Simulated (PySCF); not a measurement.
Ionisation energy of Cd by level of theory

Cd [Kr] 4d10 5s2 (1S) → Cd⁺ [Kr] 4d10 5s1 (2S), as a difference of total energies. All numbers are calculated (PySCF 2.14, scalar relativity through the core potential, in def2-TZVPPD with the def2 core potential (28 electrons) (6s4p3d2f1g, 56 functions)). Correlated levels: valence: 4s2 4p6 frozen; valence and next inner shell: nothing frozen outside the core potential. The calculations carry no spin-orbit coupling.

```
                                method  ionisation energy (eV)
                                   UHF                   7.338
                                   LDA                   9.486
                                   PBE                   9.109
                                  PBE0                   8.817
                                r2SCAN                   8.927
                                 TPSSh                   8.800
                             CAM-B3LYP                   9.003
                                  TPSS                   8.893
                               r2SCAN0                   8.755
                         MP2 (valence)                   8.714
                     SCS-MP2 (valence)                   8.687
    MP2 (valence and next inner shell)                   8.810
SCS-MP2 (valence and next inner shell)                   8.756
```

Errors of the correlated levels include the incompleteness of this basis and the frozen core.

MP2 underrates the near-degeneracy of ns² with np² in the lower species.

Task: Which method comes closest to the reference value, and which is furthest?

Result: The reference is 8.994 eV (measured; NIST Atomic Spectra Database, ionization energies). Closest: CAM-B3LYP (error 0.009 eV); furthest: UHF (error -1.656 eV).
